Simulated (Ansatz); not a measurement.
Ansatz (a first-principles code) input (B3LYP/6-31G* with LANL2DZ past Ar): The .json file joins the Basis Set Exchange's 6-31G* for atoms up to Ar and LANL2DZ past it.

Ansatz 0.2 input:
```yaml
crystal:
  periodic: [false, false, false]
  atoms:
    - {symbol: C, position_ang: [-2.96927318, -0.54395482, -0.13916073]}
    - {symbol: C, position_ang: [-1.70384919, -0.08813080, 0.54497106]}
    - {symbol: O, position_ang: [-0.52092306, -0.40070302, -0.33699435]}
    - {symbol: Ge, position_ang: [1.28905745, 0.27304106, -0.01265161]}
    - {symbol: H, position_ang: [-3.81833942, -0.28683805, 0.50393777]}
    - {symbol: H, position_ang: [-2.98900158, -1.63107541, -0.27921435]}
    - {symbol: H, position_ang: [-3.10768899, -0.04544169, -1.10230255]}
    - {symbol: H, position_ang: [-1.65191056, 0.99522671, 0.66266172]}
    - {symbol: H, position_ang: [-1.52189305, -0.58219875, 1.50240556]}
    - {symbol: H, position_ang: [-0.59623190, -1.30088155, -0.70744274]}
    - {symbol: H, position_ang: [2.01336977, -0.41934272, -1.16457941]}
    - {symbol: H, position_ang: [1.03153993, 1.77122860, -0.14441104]}
    - {symbol: H, position_ang: [1.59643638, -0.23985334, 1.39488956]}
basis:
  gaussian:
    orbitals: 6-31Gs+LANL2DZ.json
hamiltonian:
  xc: {name: B3LYP}
total_charge: 1
phonons: {temperatures: {t_min: 298.15, t_max: 298.15, t_step: 100}}
```

Output:

```
Functional definition: B3LYP
integrals: 0.03 GiB planned
917 factors; integrals over basis functions are off by at most 4.1e-4 eV
mean field: 0.23 GiB planned
mean field evaluation 1: about -4352.1211 eV, gradient 7.3e1 eV
mean field evaluation 2: about -4338.3695 eV, gradient 1.1e2 eV
mean field evaluation 4: about -4363.1115 eV, gradient 5.7e0 eV
mean field evaluation 8: about -4363.1707 eV, gradient 5.4e-2 eV
mean field -4363.17067318 eV, -160.3435647762 hartree, gradient 3.4e-5 eV, S^2 0.000000; 0 other end points of the search recorded, 0 dependent functions left out
the calculation of the forces begins
reference -4363.17090669 eV, -160.3435733576 hartree; 16, 16 occupied and 55, 55 virtual orbitals, 917 factors
these checks for a lower state are left out or cut short: stability, starts, cluster_reference, orbital_swaps, neighbouring_geometries, increment
integrals: 0.03 GiB planned
917 factors; integrals over basis functions are off by at most 4.1e-4 eV
mean field: 0.23 GiB planned
mean field evaluation 16: about -4363.1705 eV, gradient 1.2e-1 eV
mean field -4363.17052003 eV, -160.3435591479 hartree, gradient 7.3e-7 eV, S^2 0.000000; 0 other end points of the search recorded, 0 dependent functions left out
the calculation of the forces begins
reference -4363.17075350 eV, -160.3435677279 hartree; 16, 16 occupied and 55, 55 virtual orbitals, 917 factors
these checks for a lower state are left out or cut short: stability, starts, cluster_reference, orbital_swaps, neighbouring_geometries, increment
integrals: 0.03 GiB planned
917 factors; integrals over basis functions are off by at most 4.1e-4 eV
mean field: 0.23 GiB planned
mean field -4363.17051762 eV, -160.3435590595 hartree, gradient 1.2e-6 eV, S^2 0.000000; 0 other end points of the search recorded, 0 dependent functions left out
the calculation of the forces begins
reference -4363.17075117 eV, -160.3435676423 hartree; 16, 16 occupied and 55, 55 virtual orbitals, 917 factors
these checks for a lower state are left out or cut short: stability, starts, cluster_reference, orbital_swaps, neighbouring_geometries, increment
integrals: 0.03 GiB planned
917 factors; integrals over basis functions are off by at most 4.1e-4 eV
mean field: 0.23 GiB planned
mean field evaluation 32: about -4363.1705 eV, gradient 1.0e-6 eV
mean field -4363.17049724 eV, -160.3435583103 hartree, gradient 1.0e-6 eV, S^2 0.000000; 0 other end points of the search recorded, 0 dependent functions left out
the calculation of the forces begins
reference -4363.17073077 eV, -160.3435668924 hartree; 16, 16 occupied and 55, 55 virtual orbitals, 917 factors
these checks for a lower state are left out or cut short: stability, starts, cluster_reference, orbital_swaps, neighbouring_geometries, increment
integrals: 0.03 GiB planned
917 factors; integrals over basis functions are off by at most 4.0e-4 eV
mean field: 0.23 GiB planned
mean field -4363.17049621 eV, -160.3435582724 hartree, gradient 1.5e-6 eV, S^2 0.000000; 0 other end points of the search recorded, 0 dependent functions left out
the calculation of the forces begins
reference -4363.17072970 eV, -160.3435668532 hartree; 16, 16 occupied and 55, 55 virtual orbitals, 917 factors
these checks for a lower state are left out or cut short: stability, starts, cluster_reference, orbital_swaps, neighbouring_geometries, increment
integrals: 0.03 GiB planned
917 factors; integrals over basis functions are off by at most 4.1e-4 eV
mean field: 0.23 GiB planned
mean field -4363.17049694 eV, -160.3435582992 hartree, gradient 1.4e-6 eV, S^2 0.000000; 0 other end points of the search recorded, 0 dependent functions left out
the calculation of the forces begins
reference -4363.17073045 eV, -160.3435668808 hartree; 16, 16 occupied and 55, 55 virtual orbitals, 917 factors
these checks for a lower state are left out or cut short: stability, starts, cluster_reference, orbital_swaps, neighbouring_geometries, increment
integrals: 0.03 GiB planned
917 factors; integrals over basis functions are off by at most 4.1e-4 eV
mean field: 0.23 GiB planned
mean field -4363.17049615 eV, -160.3435582701 hartree, gradient 1.3e-6 eV, S^2 0.000000; 0 other end points of the search recorded, 0 dependent functions left out
the calculation of the forces begins
reference -4363.17072965 eV, -160.3435668514 hartree; 16, 16 occupied and 55, 55 virtual orbitals, 917 factors
these checks for a lower state are left out or cut short: stability, starts, cluster_reference, orbital_swaps, neighbouring_geometries, increment
integrals: 0.03 GiB planned
917 factors; integrals over basis functions are off by at most 4.1e-4 eV
mean field: 0.23 GiB planned
mean field -4363.17056134 eV, -160.3435606661 hartree, gradient 2.1e-6 eV, S^2 0.000000; 0 other end points of the search recorded, 0 dependent functions left out
[...]
917 factors; integrals over basis functions are off by at most 4.1e-4 eV
mean field: 0.23 GiB planned
mean field -4363.17066682 eV, -160.3435645423 hartree, gradient 1.4e-6 eV, S^2 0.000000; 0 other end points of the search recorded, 0 dependent functions left out
the calculation of the forces begins
reference -4363.17090033 eV, -160.3435731237 hartree; 16, 16 occupied and 55, 55 virtual orbitals, 917 factors
these checks for a lower state are left out or cut short: stability, starts, cluster_reference, orbital_swaps, neighbouring_geometries, increment
integrals: 0.03 GiB planned
917 factors; integrals over basis functions are off by at most 4.1e-4 eV
mean field: 0.23 GiB planned
mean field -4363.17066599 eV, -160.3435645119 hartree, gradient 3.0e-6 eV, S^2 0.000000; 0 other end points of the search recorded, 0 dependent functions left out
the calculation of the forces begins
reference -4363.17089950 eV, -160.3435730932 hartree; 16, 16 occupied and 55, 55 virtual orbitals, 917 factors
these checks for a lower state are left out or cut short: stability, starts, cluster_reference, orbital_swaps, neighbouring_geometries, increment
integrals: 0.03 GiB planned
917 factors; integrals over basis functions are off by at most 4.1e-4 eV
mean field: 0.23 GiB planned
mean field -4363.17061901 eV, -160.3435627854 hartree, gradient 1.9e-6 eV, S^2 0.000000; 0 other end points of the search recorded, 0 dependent functions left out
the calculation of the forces begins
reference -4363.17085255 eV, -160.3435713678 hartree; 16, 16 occupied and 55, 55 virtual orbitals, 917 factors
these checks for a lower state are left out or cut short: stability, starts, cluster_reference, orbital_swaps, neighbouring_geometries, increment
integrals: 0.03 GiB planned
917 factors; integrals over basis functions are off by at most 4.1e-4 eV
mean field: 0.23 GiB planned
mean field -4363.17062030 eV, -160.3435628326 hartree, gradient 1.4e-6 eV, S^2 0.000000; 0 other end points of the search recorded, 0 dependent functions left out
the calculation of the forces begins
reference -4363.17085378 eV, -160.3435714130 hartree; 16, 16 occupied and 55, 55 virtual orbitals, 917 factors
these checks for a lower state are left out or cut short: stability, starts, cluster_reference, orbital_swaps, neighbouring_geometries, increment
integrals: 0.03 GiB planned
917 factors; integrals over basis functions are off by at most 4.1e-4 eV
mean field: 0.23 GiB planned
mean field evaluation 416: about -4363.1707 eV, gradient 2.5e-2 eV
mean field -4363.17066539 eV, -160.3435644897 hartree, gradient 1.7e-6 eV, S^2 0.000000; 0 other end points of the search recorded, 0 dependent functions left out
the calculation of the forces begins
reference -4363.17089888 eV, -160.3435730704 hartree; 16, 16 occupied and 55, 55 virtual orbitals, 917 factors
these checks for a lower state are left out or cut short: stability, starts, cluster_reference, orbital_swaps, neighbouring_geometries, increment
integrals: 0.03 GiB planned
917 factors; integrals over basis functions are off by at most 4.1e-4 eV
mean field: 0.23 GiB planned
mean field -4363.17066934 eV, -160.3435646351 hartree, gradient 1.7e-6 eV, S^2 0.000000; 0 other end points of the search recorded, 0 dependent functions left out
the calculation of the forces begins
reference -4363.17090287 eV, -160.3435732171 hartree; 16, 16 occupied and 55, 55 virtual orbitals, 917 factors
these checks for a lower state are left out or cut short: stability, starts, cluster_reference, orbital_swaps, neighbouring_geometries, increment
integrals: 0.03 GiB planned
917 factors; integrals over basis functions are off by at most 4.1e-4 eV
mean field: 0.23 GiB planned
mean field -4363.17066665 eV, -160.3435645361 hartree, gradient 1.7e-6 eV, S^2 0.000000; 0 other end points of the search recorded, 0 dependent functions left out
the calculation of the forces begins
reference -4363.17090017 eV, -160.3435731178 hartree; 16, 16 occupied and 55, 55 virtual orbitals, 917 factors
these checks for a lower state are left out or cut short: stability, starts, cluster_reference, orbital_swaps, neighbouring_geometries, increment
integrals: 0.03 GiB planned
917 factors; integrals over basis functions are off by at most 4.1e-4 eV
mean field: 0.23 GiB planned
mean field -4363.17066524 eV, -160.3435644844 hartree, gradient 1.5e-6 eV, S^2 0.000000; 0 other end points of the search recorded, 0 dependent functions left out
the calculation of the forces begins
reference -4363.17089874 eV, -160.3435730654 hartree; 16, 16 occupied and 55, 55 virtual orbitals, 917 factors
these checks for a lower state are left out or cut short: stability, starts, cluster_reference, orbital_swaps, neighbouring_geometries, increment
integrals: 0.03 GiB planned
917 factors; integrals over basis functions are off by at most 4.1e-4 eV
mean field: 0.23 GiB planned
mean field -4363.17066132 eV, -160.3435643402 hartree, gradient 1.7e-6 eV, S^2 0.000000; 0 other end points of the search recorded, 0 dependent functions left out
the calculation of the forces begins
reference -4363.17089482 eV, -160.3435729212 hartree; 16, 16 occupied and 55, 55 virtual orbitals, 917 factors
these checks for a lower state are left out or cut short: stability, starts, cluster_reference, orbital_swaps, neighbouring_geometries, increment
integrals: 0.03 GiB planned
917 factors; integrals over basis functions are off by at most 4.1e-4 eV
mean field: 0.23 GiB planned
mean field evaluation 448: about -4363.1707 eV, gradient 2.3e-5 eV
mean field -4363.17066284 eV, -160.3435643961 hartree, gradient 1.8e-6 eV, S^2 0.000000; 0 other end points of the search recorded, 0 dependent functions left out
the calculation of the forces begins
reference -4363.17089636 eV, -160.3435729779 hartree; 16, 16 occupied and 55, 55 virtual orbitals, 917 factors
these checks for a lower state are left out or cut short: stability, starts, cluster_reference, orbital_swaps, neighbouring_geometries, increment
integrals: 0.03 GiB planned
917 factors; integrals over basis functions are off by at most 4.1e-4 eV
mean field: 0.23 GiB planned
mean field -4363.17062561 eV, -160.3435630278 hartree, gradient 1.8e-6 eV, S^2 0.000000; 0 other end points of the search recorded, 0 dependent functions left out
the calculation of the forces begins
reference -4363.17085914 eV, -160.3435716099 hartree; 16, 16 occupied and 55, 55 virtual orbitals, 917 factors
these checks for a lower state are left out or cut short: stability, starts, cluster_reference, orbital_swaps, neighbouring_geometries, increment
integrals: 0.03 GiB planned
917 factors; integrals over basis functions are off by at most 4.1e-4 eV
mean field: 0.23 GiB planned
mean field -4363.17062652 eV, -160.3435630612 hartree, gradient 1.4e-6 eV, S^2 0.000000; 0 other end points of the search recorded, 0 dependent functions left out
the calculation of the forces begins
reference -4363.17086001 eV, -160.3435716419 hartree; 16, 16 occupied and 55, 55 virtual orbitals, 917 factors
Total energy: -4363.17090669 eV, -160.3435733576 hartree
Atom 0 at    -2.969273    -0.543955    -0.139161 Å, force     0.000504    -0.000038     0.000047 eV/Å
Atom 1 at    -1.703849    -0.088131     0.544971 Å, force     0.001637     0.001720     0.001453 eV/Å
Atom 2 at    -0.520923    -0.400703    -0.336994 Å, force    -0.000528    -0.001454     0.000103 eV/Å
Atom 3 at     1.289057     0.273041    -0.012652 Å, force    -0.000812     0.000611     0.000401 eV/Å
Atom 4 at    -3.818339    -0.286838     0.503938 Å, force    -0.000444    -0.000422    -0.000653 eV/Å
Atom 5 at    -2.989002    -1.631075    -0.279214 Å, force    -0.000426    -0.000145    -0.000061 eV/Å
Atom 6 at    -3.107689    -0.045442    -1.102303 Å, force    -0.000520     0.000435     0.000139 eV/Å
Atom 7 at    -1.651911     0.995227     0.662662 Å, force    -0.000410    -0.000496     0.000194 eV/Å
Atom 8 at    -1.521893    -0.582199     1.502406 Å, force    -0.000902    -0.000250    -0.000583 eV/Å
Atom 9 at    -0.596232    -1.300882    -0.707443 Å, force     0.001343     0.000842     0.000115 eV/Å
Atom 10 at     2.013370    -0.419343    -1.164579 Å, force     0.000114    -0.000164    -0.000122 eV/Å
Atom 11 at     1.031540     1.771229    -0.144411 Å, force     0.000160    -0.000330    -0.000794 eV/Å
Atom 12 at     1.596436    -0.239853     1.394890 Å, force     0.000285    -0.000309    -0.000239 eV/Å
Dipole moment:    -0.234297    -0.253927     0.036390 e Å
Vibrations: 57.65 80.50 148.91 260.88 278.17 425.02 527.64 595.96 612.55 785.35 827.01 845.64 858.06 865.69 992.51 1105.76 1156.35 1290.32 1354.06 1432.58 1446.56 1511.35 1518.91 1533.95 2173.29 2202.39 2210.90 3062.78 3111.07 3130.19 3154.74 3182.99 3693.27 cm⁻¹, zero-point energy 2.878479 eV
```

The blocks after the first are displaced geometries, from whose forces the wavenumbers follow.

The dipole moment of an ion depends on the origin.
